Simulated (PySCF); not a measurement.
A structure optimised at r2SCAN-D4/def2-SVP, used in a PySCF frequency run:

```
C
F 1 1.3810
C 1 1.5150 2 117.06
C 3 1.3461 1 92.76 2 123.97
H 3 1.0934 4 135.22 1 -174.16
H 4 1.0945 3 133.14 5 -2.40
C 4 1.5130 6 131.71 3 176.84
H 7 1.1016 4 114.88 6 77.67
H 7 1.1023 8 110.48 1 -130.10
C 1 1.5241 2 107.28 3 -129.26
O 10 1.2029 1 124.39 2 -160.20
H 10 1.1250 11 122.92 1 179.40
```
Charge 0, spin multiplicity 1.

Question: Write its SMILES and formula.

Answer: O=C[C@]1(F)C=CC1, C5H5FO

Question: What are its rotational constants (standard atomic weights)?

Answer: 3.6192, 2.8402, 2.0898 GHz
